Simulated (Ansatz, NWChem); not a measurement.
**The same job for NWChem**

Ansatz 0.2.0 runs this on SiHF3 (SMILES F[SiH](F)F):

molecule.yaml:
```yaml
crystal:
  periodic: [false, false, false]
  atoms:
    - symbol: F
      position_ang: [-0.447100, -0.082200, 1.491300]
    - symbol: Si
      position_ang: [0.040700, 0.001700, -0.001800]
    - symbol: F
      position_ang: [-0.597100, 1.281400, -0.657200]
    - symbol: F
      position_ang: [-0.495900, -1.263300, -0.767200]
    - symbol: H
      position_ang: [1.499400, 0.062400, -0.065100]
basis:
  gaussian:
    orbitals: def2-SVPD
hamiltonian:
  xc: {name: CAM-B3LYP}
accuracy: high
output:
  orbitals: {seedname: orbitals}
```

```bash
$ ansatz run molecule.yaml --threads 1 --pin off --max-ram 3480MiB --events-out events.jsonl --progress --plain --runs-dir runs
```

The coordinates come from a PBE0-D4/def2-TZVP relaxation.

It gives a total energy of -589.446674 Eh.

**Question.** Write the same calculation for NWChem 7.3.0 as an input file of the program's own, asking for the gradient.

**Answer.** For example:

work.nw:
```
START work
TITLE "F3HSi gradient"
memory 2200 mb

GEOMETRY noautosym nocenter noautoz
   F     -0.447100    -0.082200     1.491300
   Si     0.040700     0.001700    -0.001800
   F     -0.597100     1.281400    -0.657200
   F     -0.495900    -1.263300    -0.767200
   H      1.499400     0.062400    -0.065100
END

BASIS "ao basis" spherical bse
   * library def2-SVPD
END

DFT
   xc xcamb88 1.00 lyp 0.81 vwn_5 0.19 hfexch 1.00
   cam 0.33 cam_alpha 0.19 cam_beta 0.46
   grid fine
   convergence energy 1e-08
   direct
   iterations 100
   mulliken
   noprint "final vectors analysis"
END

TASK dft gradient
```

```bash
$ nwchem work.nw > work.out
```

Its energy is -589.446674 Eh, 0.000 mEh from the first.
